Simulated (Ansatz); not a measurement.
CH₅BGaNS, SMILES `[GaH2][NH]B1CS1`. Charge 0, multiplicity 1.

```xyz
10

Ga   -1.1163   -1.6319    0.6019
N    -1.0536   -0.0674   -0.3862
B     0.0555    0.7676   -0.4744
C     1.5034    1.0062   -0.0381
S     0.7024    2.2580   -1.1771
H     0.1823   -2.0040    1.3736
H    -2.4676   -2.4110    0.5539
H    -1.8759    0.2107   -0.9026
H     1.7407    1.4034    0.9451
H     2.3291    0.4684   -0.4961
```

Problem. List the harmonic frequencies (cm⁻¹, unscaled) at PBE0-D4/def2-TZVP in Ansatz. (An estimate is asked.)

Solution. Computed: 84, 105, 193, 281, 380, 452, 576, 618, 670, 690, 728, 777, 872, 876, 941, 1024, 1229, 1432, 1541, 2006, 2028, 3116, 3191, 3604.

Problem. Is this a minimum?

Solution. Yes, all 24 modes are real.

Problem. Give the ideal-gas thermochemistry at 298.15 K and 1 bar (rigid rotor, harmonic oscillator; point group Cs, symmetry number 1).

Solution. Zero-point energy 164.0 kJ/mol; H(298) − E = 184.6 kJ/mol; entropy 352.3 J/(mol·K), of which translation 170.8, rotation 117.2, vibration 64.3; G(298) − E = 79.6 kJ/mol. Modes under 100 cm⁻¹ are hindered rotations or soft bends, so the harmonic entropy is rough.

Problem. And at 400, 500, 600, 800 and 1000 K?

Solution. 
```
T (K)  H − E (kJ/mol)  S (J/mol/K)  G − E (kJ/mol)
  400           196.7        387.2            41.9
  500           210.5        417.9             1.6
  600           225.7        445.6           -41.6
  800           259.3        493.8          -135.7
 1000           295.9        534.5          -238.6
```

Problem. Rotational constants (cm⁻¹)?

Solution. 0.3705, 0.03035, 0.02821.
